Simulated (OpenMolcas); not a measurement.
**As: effect of the level shift or regulariser**

```
Program             : OpenMolcas 26.06
Basis               : ANO-R2 [6s5p4d3f1g]
Scalar Hamiltonian  : X2C, finite nucleus
Active space        : 3 electrons in 3 orbitals (4p)
State averaging     : 2S+1 = 4 odd, 1 root; 2S+1 = 2 odd, 8 roots
Spin-orbit coupling : RASSI with atomic mean-field integrals over the reference wave functions, term energies averaged over their components
```

Methods on the same reference wave functions:
A. CASSCF
B. SS-CASPT2, IPEA 0.25 Eh, imaginary shift 0.1 Eh (closed shells correlated: 3d 4s)
C. SS-CASPT2, IPEA 0.25 Eh, imaginary shift 0.3 Eh (closed shells correlated: 3d 4s)

Energies in cm⁻¹ above 4s² 4p³ ⁴S°_3/2, the measured ground level; measured values from NIST Handbook of Basic Atomic Spectroscopic Data.

```csv
Level,A,B,C,Measured
4s² 4p³ ⁴S°_3/2,0.0,0.0,0.0,0.0
4s² 4p³ ²D°_3/2,14568,11770,11780,10593
4s² 4p³ ²D°_5/2,14757,11990,12000,10915
4s² 4p³ ²P°_1/2,24405,20100,20120,18186
4s² 4p³ ²P°_3/2,24656,20400,20410,18648
```

Deviations, from unrounded energies. A percentage is the sum of absolute deviations over the sum of measured energies, with the sign that they share, or ± where signs differ.

```tsv
Against measurement	Levels	A	B	C
mean absolute deviation (cm-1)	4	5000	1500	1500
other terms of the ground configuration (%)	4	+34.4	+10.2	+10.2
```

B, C lie about equally close to measurement and A furthest from it. The largest miss of B in the table is 4s² 4p³ ²P°_1/2, by +1900 cm-1. The ranking rests on the paired levels alone, and a cruder setting can come out closer through cancelling errors.

Between B and C the level of the table that moves most is 4s² 4p³ ²P°_1/2, by 16 cm-1 (lowest in B, highest in C). Moves below CASPT2's spread within the term are not significant.

The mean deviations of B to C differ by less than CASPT2's widest spread within a term (130 cm-1), so their order carries little weight.

From A to B the spin-free energies of the other terms of 4s² 4p³ shown, above ⁴S°, scale by factors of 0.81 to 0.82.

The lowest spin-free term lies below A's lowest term by 0.545 hartree in B, 0.545 hartree in C.

CASPT2 breaks the degeneracy within a term, and the mean is taken; among the terms shown or strongly mixed into the levels shown the widest spread is 130 cm-1 (4s² 4p³ ²D°, B). With the s shell closed, the reference lacks s² → p² mixing. Without dynamic correlation excited terms often stand tens of per cent too high (terms of higher spin than the ground term too low), and those without a measured partner can miss by more than the paired ones (holds for A). Computed and measured levels are paired by configuration, term and J; levels that our copy of the source lacks, or whose pairing is in doubt (as where it misses far off the trend of its configuration), stay unpaired and out of the deviations. Levels of configurations outside the active space are missing.

° marks odd parity.
